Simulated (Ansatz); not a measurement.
Isolated molecules relaxed with PBE0-D4/def2-TZVP in Ansatz; ΔE leaves out vibrations. CBS: MP2 limit from def2 TZ/QZ plus the TZ coupled-cluster correction, frozen cores. This one scheme is used for every species. Functionals use def2-TZVPP. B3LYP here is the variant with VWN-RPA as its local correlation; programs differ in this. Elements past krypton have def2 core potentials. For Sn outer-core shells are correlated without core-valence functions, which leaves a few kJ/mol of doubt a bond. Each species was taken in one conformer, which may not be the lowest.

Reaction (ligand exchange at the Sn–N bond): `FC[NH][SnH3]` + `N=CS` → `N=C[S][SnH3]` + `NCF`

```csv
level,ΔE (kJ/mol),difference from CCSD(T)/CBS
PBE-D4,-71.1,-6.3
r2SCAN-D4,-69.1,-4.3
PBE0-D4,-71.2,-6.4
ωB97X-V,-60.1,4.7
B2PLYP,-64.2,0.6
PBE,-70.9,-6.1
PBE0,-71.0,-6.2
B3LYP,-65.9,-1.1
HF/def2-TZVPP,-64.1,0.7
CCSD(T)/def2-TZVPP,-60.3,4.5
HF/def2-QZVPP,-63.7,1.1
MP2/def2-QZVPP,-65.2,-0.4
SCS-MP2/def2-QZVPP,-62.1,2.7
HF/CBS(def2),-63.7,1.1
MP2/CBS(def2),-67.3,-2.5
CCSD/CBS(def2),-63.9,0.9
CCSD(T)/CBS,-64.8,0
```

Largest T1 diagnostic among the species: 0.015.
